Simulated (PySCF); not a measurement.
Ar(2+) (argon, charge +2) across methods

[Ne] 3s2 3p3 3d1, high-spin 5D determinant (an excited configuration). Calculation: PySCF 2.14, in x2c-TZVPPall with one added diffuse shell each of s, p, d type (6s6p4d1f, 51 functions); the spin-free X2C one-electron Hamiltonian (Gaussian nucleus).

| method | E (hartree) | mean ε 3s β (eV) | mean ε 3p α (eV) | mean ε 3d α (eV) | Σ⟨r²⟩ (bohr²) | ⟨S²⟩ |
| --- | --- | --- | --- | --- | --- | --- |
| BLYP | -527.1188 | -49.159 | -38.318 | -17.125 | 17.16 | 6.001 |
| PBE0 | -526.9498 | -50.531 | -40.923 | -18.783 | 17.05 | 6.001 |
| r2SCAN | -527.0709 | -48.911 | -39.542 | -17.511 | 17.03 | 6.001 |
| LDA | -525.4589 | -49.179 | -38.657 | -17.225 | 17.18 | 6.000 |
| B3LYP | -527.1145 | -50.617 | -40.284 | -18.415 | 17.10 | 6.001 |
| PBE | -526.9137 | -48.889 | -38.694 | -17.360 | 17.12 | 6.000 |
| wB97X | -527.1011 | -53.292 | -43.320 | -20.976 | 16.93 | 6.001 |
| revPBE | -527.0323 | -48.775 | -38.682 | -17.357 | 17.10 | 6.001 |

(1) Estimate the same row for UHF.

The outer electron is Rydberg-like, and this basis confines it to a smaller radius and binds it less than a complete one would.

Results:

(1) E (hartree) = -526.47752; mean ε 3s β (eV) = -53.611; mean ε 3p α (eV) = -46.834; mean ε 3d α (eV) = -22.640; Σ⟨r²⟩ (bohr²) = 17.04; ⟨S²⟩ = 6.001.
